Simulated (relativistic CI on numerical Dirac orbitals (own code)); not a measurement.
Co+ in a cubic cluster: 3s photoemission with charge transfer

Computed with a charge-transfer multiplet model of a cubic metal-ligand cluster with up to 2 ligand holes, Slater and spin-orbit integrals from Dirac-Coulomb-Breit ions, Slater integrals scaled by 0.9. The parameters are those of a tetrahedral site (10Dq negative, t2 hopping the larger). The ground state mixes d8 with configurations of k ligand holes L, whose averages lie at kΔ + k(k − 1)U_dd/2; a core hole lowers each added d electron by U_cd. 20 K, Lorentzian 1.4 eV and Gaussian 0.8 eV FWHM.

Atomic integrals in eV (Slater integrals scaled, ζ unscaled), ground: F2dd 9.320, F4dd 5.741, zeta_d 0.056; with the core hole: F2dd 10.532, F4dd 6.543, zeta_d 0.065, G2cd 10.965.

Cluster parameters (eV): U_dd = 7.2, U_cd = 9.3, 10Dq = -0.25, 10Dq(ligand) = 0, V(eg) = 1.1, V(t2g) = -1.87, final-state hopping factor = 0.9.

Weights, n_d and S are thermal averages at 20 K. Binding energies count from the first peak over 30 % of the highest in each spectrum, which can be another peak from case to case. The parameters are a model scan and need not match a compound or its usual spin state. Peaks in eV (height, largest 100): 0.0 (100), 5.1 (84), 7.4 (45), 12.2 (46).

(1) Which parameters give this spectrum?
A. Δ = 10.3 eV
B. Δ = 7.3 eV
C. Δ = 4.3 eV
D. Δ = 6.3 eV
E. Δ = 8.3 eV

Results:

(1) C. Δ = 4.3 eV; the ground state then has 8.15 d electrons and S = 1.00. The choice follows from running the model for each set and comparing peak positions and heights. Without intra-shell correlation the exchange splitting of the 3s hole comes out too large.
